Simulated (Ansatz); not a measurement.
Harmonic frequencies (cm⁻¹) at PBE0-D4/def2-TZVP from Ansatz: 422, 492, 574, 1117, 1194, 1630, 2384, 3580, 3674.

Each molecule was computed in one conformer, which needn't be the lowest.

(1) Which molecule is it?
A. `N=C=N`
B. `ClBB[SeH]`
C. `[F][SbH][SeH]`
D. `N#CN`

Answers

(1) D.
